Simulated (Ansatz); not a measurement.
Consider the decarboxylation: `O=C(O)[TeH]` → H₂Te + `O=C=O`.

Calculated with Ansatz (gas phase, PBE0-D4/def2-TZVP geometries, no zero-point term in ΔE). CBS: MP2 limit from def2 TZ/QZ plus the TZ coupled-cluster correction, frozen cores. This one scheme is used for every species. Functionals use def2-TZVPP. def2 core potentials past Kr. For Te outer-core shells are correlated without core-valence functions, which leaves a few kJ/mol of doubt a bond. One conformer a species, not always the lowest.

```csv
species,r2SCAN energy (Eh)
`O=C(O)[TeH]`,-457.88198
H₂Te,-269.31348
`O=C=O`,-188.57950
```

**Question.** Work out ΔE.

**Answer.** ΔE = (-269.31348) + (-188.57950) − (-457.88198) = -0.01100 Eh = -28.9 kJ/mol. CCSD(T)/CBS gives -27.8 kJ/mol.

Largest T1 diagnostic among the species: 0.018.

From BLYP to BHLYP (50 % exact exchange), in def2-TZVPP and without D4, ΔE moves by +9.7 kJ/mol. In def2-TZVPP, CCSD(T) changes the Hartree–Fock value by +37.4 kJ/mol (the triples alone add +3.4 kJ/mol) and MP2 by +37.1 kJ/mol.
